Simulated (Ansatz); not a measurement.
Ta4⁺, relaxed as a doublet with UKS r2SCAN-D4/def2-SVP in Ansatz, starting from the GFN1-xTB geometry. Force threshold 0.02 eV/Å.

In the def2 sets Ta takes a core potential; there is no spin–orbit coupling. The charge 1 doublet is spin-contaminated (final ⟨S²⟩ up to 1.21, 0.75 for a pure state). Another isomer (doublet) lies 1.53 eV lower at PBE0-D4/def2-TZVP; other spin states weren't run for this one.

Start:

Cartesian coordinates in Å:
```
Ta -0.4406 -0.3640 1.1954
Ta 1.6431 -1.6183 0.1124
Ta -1.6433 1.6179 -0.1125
Ta 0.4408 0.3644 -1.1952
```

Question: Estimate the energy that the relaxation releases and the steps that it takes.

Answer: 0.82 eV, in 10 steps; 1.9 min on 4 threads of Arm Neoverse V2 on a shared host. No frequencies were taken in this run, so the end may be a saddle point.

Question: Does the start keep its bonding and symmetry?

Answer: By distances, no bond broke or formed. The bond that changes most is Ta1–Ta2, from 2.66 to 2.45 Å (atoms count from 1). Point group D2h at the start, D2h at the end, both within 0.05 Å.

Question: Predict the relaxed structure.

Answer: 
Cartesian coordinates in Å:
```
Ta -0.431 -0.358 1.173
Ta 1.482 -1.459 0.102
Ta -1.484 1.461 -0.102
Ta 0.433 0.356 -1.172
```
Bond lengths (bridged metal pairs left out): 5 × Ta–Ta 2.45 to 2.60 Å.
